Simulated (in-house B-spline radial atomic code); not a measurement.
Configurations of Mo IV (Mo3+), with energies counted from [Kr] 4d3. Method: scalar-relativistic (X2C) B97-1, spin-polarised, spherical fractional occupations, exact exchange averaged over the configuration, Fermi nucleus of rms radius 4.4091 fm. Calculated with a B-spline radial code for spherical atoms. Shells without spins written out take the highest spin.

Occupations are held fixed; configurations that lie above the ionisation limit could autoionise.

```json
{"configuration": "[Kr] 4d2 5f1", "E - E(ref) (eV)": "29.966", "highest orbital": "5f up", "its <r> (bohr)": "6.501"}
{"configuration": "[Ar] 3d10 4s2 4p5 4d4", "E - E(ref) (eV)": "34.326", "highest orbital": "4d up", "its <r> (bohr)": "1.556"}
{"configuration": "[Ar] 3d10 4s2 4p5 4d3 5f1", "E - E(ref) (eV)": "65.842", "highest orbital": "5f up", "its <r> (bohr)": "6.35"}
{"configuration": "[Ar] 3d9 4s2 4p6 4d3 5s1", "E - E(ref) (eV)": "238.33", "highest orbital": "5s up", "its <r> (bohr)": "2.564"}
```

**Question.** Order these further configurations by energy, lowest first.
A. [Kr] 4d2 5p1
B. [Ar] 3d10 4s2 4p5 4d3 5p1
C. [Ar] 3d9 4s2 4p6 4d3 4f1
D. [Ar] 3d9 4s2 4p6 4d4
E. [Kr] 4d2 5s1

**Answer.** E (7.6946 eV), A (14.113 eV), B (49.776 eV), D (228.6 eV), C (256.33 eV).
